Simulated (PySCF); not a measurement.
# What a mistake does to a calculation on CFH7Si2

Calculated results; nothing here was measured. The program is PySCF 2.14.0, an open-source quantum chemistry code, run on an isolated molecule that a program drew, which may never have been made. The molecule is CFH7Si2 (charge 0, singlet), drawn as the SMILES string `C[SiH2][SiH2]F`.

Each row is a Hartree-Fock (HF) and frozen-core CCSD(T) single point in the cc-pV(D+d)Z basis, meant for a local HF minimum. Run 1 is clean. Each other run has one planted mistake out of seven kinds, and not every kind appears here: one electron removed, one electron added, multiplicity raised by two, geometry at a saddle point, minimal basis STO-3G, one bond length entered in bohr, all coordinates scaled. The reference is restricted for singlets and unrestricted otherwise, and also for a bond in bohr. Adding or removing an electron swaps singlet and doublet. Electrons count all cores. HOMO and LUMO are orbital energies over both spins, the gradient is its largest component, and the lowest frequency (negative if imaginary) is given only where the gradient is small. Bond lengths are over the 10 bonds as drawn. T1 is the CCSD diagnostic: over 0.02 (restricted) or 0.045 (unrestricted) a single reference is doubtful.

Geometry of the clean run:
```xyz
11
CFH7Si2, angstrom
C    -0.1409    1.4497    0.5759
Si   -0.2217    0.0044   -0.6354
Si    0.8354   -1.9062    0.2667
F     0.7597   -3.1204   -0.8107
H    -0.6423    1.2050    1.5160
H    -0.6310    2.3303    0.1527
H     0.8948    1.7170    0.8016
H    -1.6353   -0.3323   -0.9377
H     0.4525    0.3646   -1.9078
H     0.1750   -2.3787    1.5027
H     2.2661   -1.6686    0.5558
```

```
run  electrons  basis functions  <S^2>  HOMO (eV)  LUMO (eV)  gradient (hartree/bohr)  lowest frequency (cm^-1)  mean bond (Å)  longest bond (Å)      T1  HF (hartree)  CCSD(T) (hartree)                 mistake
  1         50              109  0.000     -10.88       2.84                  2.0e-05                        51         1.5081             2.363  0.0115    -719.32018         -719.92540                no fault
  2         50              109  0.000     -10.92       3.09                  5.7e-02                         -         1.4251             2.233  0.0108    -719.28593         -719.88526  all coordinates scaled
  3         50              109  0.963      -8.96       1.28                  5.5e-03                         -         1.7183             4.465  0.0143    -719.22707         -719.80893                       ?
  4         50               35  0.000      -8.21      10.54                  2.9e-02                         -         1.5081             2.363  0.0071    -710.76358         -710.96390                       ?
```

**Which mistake was planted in run 3, and what did it cost?**

The mean bond changes by a factor of 1.139 and the longest by 1.890, so the molecule wasn't scaled as a whole. A length L in bohr read as angstrom grows by (1/0.5292 - 1) L = 0.890 L. The 10 bonds together grew by 10 x 0.2102 = 2.102 Å, which gives L = 2.363 Å. That is bond Si2-Si3, 2.363 Å in the clean geometry. So the mistake is: one bond length entered in bohr. Subtracting run 1 and multiplying by 627.51 kcal/mol a hartree, the energy moved by 58.4 kcal/mol in HF and 73.1 kcal/mol in CCSD(T).

**Which mistake was planted in run 4, and what did it cost?**

It has 35 basis functions where the clean run has 109, with the same electrons and geometry. So the mistake is: minimal basis STO-3G. Subtracting run 1 and multiplying by 627.51 kcal/mol a hartree, the energy moved by 5369.3 kcal/mol in HF and 5623.4 kcal/mol in CCSD(T).

